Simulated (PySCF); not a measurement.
A structure optimised at PBE-D3(BJ)/def2-SVP, used in a PySCF frequency run:

```
C
H 1 1.1241
C 1 1.5347 2 108.18
H 3 1.1081 1 111.96 2 -60.27
H 3 1.1100 4 107.88 1 -123.15
H 3 1.1103 4 107.15 5 -115.09
C 1 1.5395 2 106.64 3 121.77
H 7 1.1088 1 111.94 2 59.96
H 7 1.1100 8 107.81 1 122.95
H 7 1.1104 8 107.35 9 115.03
B 1 1.5712 2 100.24 7 117.39
F 11 1.3376 1 120.82 2 101.54
H 11 1.2239 12 116.12 1 177.32
```

Question: Write its SMILES and formula.

Answer: CC(C)BF, C₃H₈BF

Question: What are its rotational constants (standard atomic weights)?

Answer: 7.6016, 3.4152, 2.5477 GHz
